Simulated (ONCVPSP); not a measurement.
# What one change does to a pseudopotential (H (Z = 1), ONCV)

* Element: H
* Generator: ONCVPSP 4.0.1
* Type: optimised norm-conserving Vanderbilt (ONCV)
* Functional: revPBE
* Relativity: scalar-relativistic
* Frozen core: none
* Valence charge: 1
* Reference configuration: 1s1
* Partial waves: 1s: rc 1.35 bohr, ncon 3, nbas 8, qcut 5.3 1/bohr, 2 projectors, debl 3 Ha; p scattering state at 0.09 Ha: rc 1.15 bohr, ncon 4, nbas 8, qcut 8.6 1/bohr, 1 projector
* Local potential: polynomial inside 0.75 bohr (lpopt 5, dvloc0 2 Ha)
* Core correction: none

All-electron outer shells of the reference configuration (revPBE, scalar-relativistic, ld1.x):

```csv
shell,level (eV),outermost node (bohr),outermost maximum (bohr)
1s,-6.54,–,1.03
```

Change: s: qcut 6.3; p: qcut 10.3.

Cutoffs: the cutoffs (Ha) at which the residual kinetic energy of the hardest occupied pseudo-wave falls to 1 and 0.1 mHa per electron; they do not see the model core or the augmentation charge, which bear on the density cutoff. Errors are all-electron minus pseudo energies relative to the spin-unpolarised reference configuration.

What does the change do?

The potential gets harder (10 Ha and 15 Ha → 12 Ha and 16 Ha); neither file shows a bound ghost.

| quantity | base | changed |
| --- | --- | --- |
| cutoff, loose | 10 Ha | 12 Ha |
| cutoff, tight | 15 Ha | 16 Ha |
| bound ghosts | none | none |
| GHOST(+) flags under 300 eV | none | none |
| error for 1s0.5, meV [ΔE 4.81 eV] | +5.1 | +3.9 |
| s: phases at 1.37 bohr within 0.05 rad from the reference energy up to (Ha; the scan ends near 5) | to the end of the scan | to the end of the scan |
| p: phases at 1.16 bohr within 0.05 rad from the reference energy up to (Ha; the scan ends near 5) | to the end of the scan | to the end of the scan |
